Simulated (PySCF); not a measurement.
# C₆ coefficients of unlike pairs at M06-L

Calculated with PySCF 2.14 from the dipole response of each species, C₆(A,B) = (3/π) ∫ α_A(iu) α_B(iu) du, in atomic units, from isotropic polarisabilities. For ions this is the dispersion term alone; charge-induced terms of lower order in 1/R come first.

```
species           configuration                                                                 basis      relativity  α (bohr³)  C₆ (like pair)
    Tc⁺       [Kr] 4d5 5s1 (7S)  def2-TZVPPD with the def2 core potential (28 electrons) (6s4p3d2f1g)  core potential      35.48           251.7
    O²⁺       [He] 2s2 2p2 (3P)                                                dyall-av3z (15s9p3d2f)            none      1.851           2.478
     Pt  [Xe] 4f14 5d9 6s1 (3D)  def2-TZVPPD with the def2 core potential (60 electrons) (6s5p3d2f1g)  core potential      37.83           319.2
```

Problem. Estimate C₆ for Pt with O²⁺.

Solution. The integral gives 25.67. The combination rule 2 C_A C_B / (C_A α_B/α_A + C_B α_A/α_B) gives 23.87 and the geometric mean 28.12.

No spin-orbit coupling is included.

The other pairs:

| pair | C₆ |
| --- | --- |
| O²⁺, Tc⁺ | 22.20 |
| Pt, Tc⁺ | 282.9 |
